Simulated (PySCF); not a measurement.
Cartesian coordinates (Å):
SMILES: [O]B(O)O
```xyz
6

O     -0.1268     1.3665    -0.3629
B     -0.0047     0.0501    -0.0132
O      1.2281    -0.5094     0.1608
O     -1.1135    -0.7251     0.1672
H      1.9675     0.0894     0.0186
H     -1.9506    -0.2715     0.0294
```
Charge 0, spin multiplicity 2.

**Question.** Give the dipole moment, highest occupied spin orbital and total energy at the level PySCF with TPSSh-D3(BJ)/def2-TZVP // B3LYP-D3(BJ)/def2-TZVP.

**Answer.** 
| Item | Value |
|---|---|
| dipole moment | 0.93 D |
| highest occupied spin orbital | -8.40 eV |
| total energy | -6854.87 eV |
